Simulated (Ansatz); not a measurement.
Mulliken charges of `O[AsH][GeH3]` from PBE/def2-TZVPP in Ansatz (PBE0-D4/def2-TZVP geometry).

```json
{"atom": "O1", "x (Å)": "-1.429", "y (Å)": "0.408", "z (Å)": "-1.290", "charge (e)": "-0.387"}
{"atom": "As2", "x (Å)": "-0.567", "y (Å)": "1.213", "z (Å)": "0.086", "charge (e)": "0.108"}
{"atom": "Ge3", "x (Å)": "0.757", "y (Å)": "-0.736", "z (Å)": "0.684", "charge (e)": "0.124"}
{"atom": "H4", "x (Å)": "-2.345", "y (Å)": "0.695", "z (Å)": "-1.268", "charge (e)": "0.185"}
{"atom": "H5", "x (Å)": "0.577", "y (Å)": "1.788", "z (Å)": "-0.752", "charge (e)": "-0.007"}
{"atom": "H6", "x (Å)": "1.917", "y (Å)": "-0.281", "z (Å)": "1.589", "charge (e)": "-0.012"}
{"atom": "H7", "x (Å)": "1.313", "y (Å)": "-1.426", "z (Å)": "-0.570", "charge (e)": "-0.001"}
{"atom": "H8", "x (Å)": "-0.131", "y (Å)": "-1.718", "z (Å)": "1.465", "charge (e)": "-0.009"}
```

**Question.** By hand: the dipole of these point charges (1 e Å = 4.8032 D).

**Answer.** Σ q r = (0.125, 0.018, 0.332) e Å, of length 0.355 e Å = 1.71 D.

**Question.** How does the dipole of the full density compare? (An estimate is asked.)

**Answer.** The calculation gave: (-0.130, 0.127, 0.104) e Å, 1.01 D; the point charges give 1.69 times that, at 74° from its direction.

Point charges leave out the atoms' own dipoles, such as those of lone pairs, and Mulliken's split depends on the basis, so the two needn't agree.
